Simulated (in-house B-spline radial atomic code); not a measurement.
Ionising the tungsten ion W⁵⁴⁺ with different functionals

Computed with a B-spline radial code for spherical atoms: scalar-relativistic (spin-free X2C) Hamiltonian, Fermi nucleus of rms radius 5.3658 fm, spin-polarised at highest spin, spherical fractional occupations for the functionals. The ionisation energy is the difference of two self-consistent energies, [Ar] 3d2 → [Ar] 3d1, without Breit or QED terms; ε is the level of the shell that loses the electron (its least bound occupied spin orbital). There is no spin-orbit coupling in this Hamiltonian.

Hybrids are left out here: with spherical fractional occupations of an open shell their exact exchange keeps a self-interaction that integer-occupation calculations don't have.

```json
{"method": "LDA PW92", "rung": "LDA", "ΔSCF (eV)": "5161.6", "-ε(3d) (eV)": "5093.2"}
{"method": "PBEsol", "rung": "GGA", "ΔSCF (eV)": "5161.2", "-ε(3d) (eV)": "5093.0"}
{"method": "SCAN", "rung": "meta-GGA", "ΔSCF (eV)": "5161.6", "-ε(3d) (eV)": "5094.7"}
{"method": "r2SCAN", "rung": "meta-GGA", "ΔSCF (eV)": "5161.2", "-ε(3d) (eV)": "5094.2"}
```

Q: Among the functionals, which spreads more, the ΔSCF values or the orbital energies?

A: The orbital energies: ΔSCF values span about 0.4 eV and the orbital energies 1.7 eV; here energy differences depend much less on the functional than eigenvalues do.

Q: How do they compare with the NIST value?

A: NIST lists 5209 eV ± 4 (semi-empirical, ground level to ground level). Errors run from -47.8 to -47.4 eV. The correlated functionals all miss on the same side by more than they spread, so the cause is common to them (spin-orbit coupling, Breit-QED terms, multiplet and fine-structure energies, or a listed next ion that isn't the cheapest removal here) and closeness doesn't rank the functionals.
